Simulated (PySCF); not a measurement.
Cartesian coordinates (Å):
```xyz
7

Cd    -0.0440    -0.0031    -0.0026
O     -0.3246    -0.6338    -1.8486
C      0.7377    -0.8772    -2.7318
H      1.3493     0.0216    -2.9557
H      0.3123    -1.2194    -3.6939
H      1.4318    -1.6729    -2.3895
Br     0.0982     0.7638     2.2706
```
Charge 0, spin multiplicity 1.

Task: What total energy, HOMO, dipole moment, LUMO and HOMO–LUMO gap does PBE-D3(BJ)/def2-TZVP // r2SCAN-D4/def2-SVP (PySCF) give?

Result: 
```json
{
 "total_energy": "-2856.6312 Ha",
 "HOMO": "-5.99 eV",
 "dipole_moment": "1.42 D",
 "LUMO": "-2.79 eV",
 "HOMO–LUMO gap": "3.20 eV"
}
```
